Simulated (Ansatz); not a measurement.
A structure relaxed at r2SCAN-D4/def2-TZVP in Ansatz, charge 0, singlet:

```xyz
7

Ge    0.440   -0.332    0.425
N    -0.490    0.550   -0.904
H    -0.804    1.471   -0.618
H    -1.305    0.037   -1.220
H     1.646    0.548    0.773
H     0.888   -1.672   -0.168
H    -0.374   -0.601    1.711
```

Task: Give its formula, name or SMILES and point group.

Result: Ge(NH2)H3 (GeNH5). Point group Cs (tolerance 0.1 Å).

Task: Summarise the bond lengths by kind (pairs closer than 1.2 times the sum of covalent radii, bridged metal pairs left out).

Result: 1 × Ge–N 1.85 Å; 3 × Ge–H 1.53 to 1.55 Å; 2 × H–N 1.01 Å.
